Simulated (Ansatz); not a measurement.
Frontier orbitals of CH8BNSi.

```xyz
12

B     0.7247    0.5949    0.5905
C     0.5667   -0.8741    0.2807
N    -0.2697   -1.7154    0.8615
Si   -0.4627    1.1822   -0.9823
H     1.7761    1.0765    0.2442
H     0.1726    1.0056    1.5849
H     1.1135   -1.3325   -0.5451
H    -0.4512   -2.6377    0.5041
H    -0.8236   -1.4023    1.6431
H    -0.4645    2.6710   -1.0232
H    -1.8797    0.7283   -0.8384
H    -0.0021    0.7034   -2.3201
```

The species carries charge 0 and has multiplicity 1. The bonds changed during the relaxation, so this is another structure than the one it started from. All single points use the PBE0-D4/def2-TZVP geometry. It is one conformer, not always the lowest. Basis def2-TZVPP, Ansatz.

Orbital energies of one run (eV). Highest occupied ones, from the top: -6.55, -8.01, -8.45, -9.02, -9.36, -10.73, -12.09, -13.42, -15.03, -16.07, -18.97, -26.62, -98.51, -98.52. Empty: -1.61, 0.03, 1.03, 1.22, 1.41, 1.65.

(1) Which functional gave them?
A. r2SCAN
B. HSE06 (plane-wave form)
C. CAM-B3LYP
D. LC-ωPBE

## Answers

(1) B. HOMO energies: HSE06 -6.55, r2SCAN -6.14, CAM-B3LYP -8.14, LC-ωPBE -9.37 eV.

LC-ωPBE has ω = 0.4 bohr⁻¹.
